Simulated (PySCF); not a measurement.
## Radial density of Zn²⁺ (zinc, charge +2)

TPSSh, [Ar] 3d9 4p1, one real determinant (an excited configuration). Calculation: PySCF 2.14, in aug-cc-pVQZ-PP with ECP10MDF (7s7p6d4f3g2h, 135 functions); scalar relativity through the core potential. This is the valence pseudo-density: the core potential removes the inner electrons and smooths the orbitals near the nucleus.

```
r (bohr)  4πr²ρ (e/bohr)  4πr²(ρα − ρβ)
 0.00576       1.416e-05         0.0000
 0.00970       3.554e-05         0.0000
  0.0163       9.475e-05         0.0000
  0.0274       0.0003961         0.0000
  0.0461        0.003783         0.0004
  0.0776         0.04695         0.0051
   0.131          0.4808         0.0522
   0.220           3.308         0.3223
   0.369           14.60         1.0169
   0.621           24.04         1.2630
    1.05           9.264         0.5769
    1.76           1.485         0.5049
    2.96          0.3705         0.3384
    4.97         0.02518         0.0251
    8.36       1.513e-05         0.0000
```

⟨L²⟩ = 8.01 against 12 for a pure F term, so this real determinant mixes terms. Energies and moments cover only the electrons outside the core potential.
